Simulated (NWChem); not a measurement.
Molecule: BiHTeCl₂; SMILES [Cl][Bi]([Cl])[TeH]

```xyz
5

Bi    -0.0048     0.7573     0.4585
Cl    -2.0231     1.0657    -0.9335
Cl     1.7487     1.5978    -1.0789
Te     0.0692    -2.0376    -0.0896
H      1.4654    -2.1766     0.8120
```
Atoms are numbered in this order, from 1.

Computed with NWChem. Medium grid unless said otherwise, to which SCAN and Minnesota functionals are sensitive. Geometry: optimised at PBE0/def2-SVP. def2 effective core potentials on Te, Bi; no spin-orbit coupling.

For level OLYP/def2-SVP:

```
Property                     Value
---------------------------  -----
highest occupied level (eV)  -5.52
orbital gap (eV)              2.85
dipole (D)                    3.67
```

**Question.** How do the values read with level MN15/def2-SVP instead?

**Answer.** The highest occupied level (eV) is -7.29, the orbital gap (eV) is 5.35 and the dipole (D) comes out as 3.89.
